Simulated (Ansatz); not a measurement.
Molecule: InH$_{2}$, charge 0, multiplicity 2. SMILES: [InH2]
Coordinates optimised at B3LYP-D3(BJ)/def2-TZVP (Ansatz, a quantum-chemistry and plane-wave program):
```xyz
3

In     0.0317     0.0067     0.0127
H     -0.4970    -1.6709    -0.2106
H     -1.0571     1.3408    -0.4101
```
Charge 0, spin multiplicity 2.

Property: vertical ionisation energy (to the singlet state of charge +1; each state is the SCF solution reached for its spin), in eV. Cores are frozen in the correlated levels unless marked. UHF or UKS for open shells. Spin-orbit coupling is left out. Frozen are the shells of the preceding noble gas and the d and f shells that filled before the atom's block. Past Kr the def2 sets carry scalar-relativistic core potentials. Basis-set limits of correlation are two-point, X^-3; Hartree-Fock from the larger set.

```
level              program  vertical ionisation energy (eV)
-----------------  -------  -------------------------------
HF/def2-SVPD        Ansatz                             7.34
HF/def2-TZVPPD      Ansatz                             7.30
HF/def2-QZVPPD      Ansatz                             7.29
SVWN5/def2-TZVPD    Ansatz                             7.74
PBE/def2-TZVPD      Ansatz                             7.63
r2SCAN/def2-TZVPD   Ansatz                             7.80
B3LYP/def2-TZVPD    Ansatz                             7.77
```

Estimate the value at CCSD(T)/CBS(def2-TZVPPD,def2-QZVPPD) as computed with Ansatz.

7.44 eV
